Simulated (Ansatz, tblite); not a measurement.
Removing an electron: Al(NH3)Cl3 (AlNCl₃H₃). The state is a singlet with charge 0. Geometry: r2SCAN-D4/def2-SVP. Ansatz, gas phase; energy differences of separate SCF runs; the oxidised species was run as a doublet alone.

```xyz
8

Al   -0.971    0.070   -0.241
N     0.977   -0.070    0.242
H     1.110   -0.142    1.255
H     1.504    0.748   -0.076
H     1.412   -0.895   -0.180
Cl   -0.829    0.345   -2.339
Cl   -1.533    1.761    0.909
Cl   -1.671   -1.817    0.430
```

The xTB rows come from tblite.

| level | −HOMO (eV) | vertical IE (eV) | −LUMO (eV) | HOMO–LUMO gap (eV) |
| --- | --- | --- | --- | --- |
| GFN1-xTB | 12.66 | 14.98 | 6.84 | 5.82 |
| GFN2-xTB | 11.16 | 13.82 | 4.41 | 6.76 |
| PBE-D4/def2-TZVP | 7.10 | 9.92 | 1.37 | 5.73 |

Estimate the rows for r2SCAN-D4/def2-TZVP, PBE0-D4/def2-TZVP.


```json
{"level": "r2SCAN-D4/def2-TZVP", "−HOMO (eV)": "7.48", "vertical IE (eV)": "10.21", "−LUMO (eV)": "0.67", "HOMO–LUMO gap (eV)": "6.81"}
{"level": "PBE0-D4/def2-TZVP", "−HOMO (eV)": "8.51", "vertical IE (eV)": "10.49", "−LUMO (eV)": "0.54", "HOMO–LUMO gap (eV)": "7.97"}
```

  Raw xTB energy differences between charge states are shifted by several eV; the methods need an empirical correction for them.
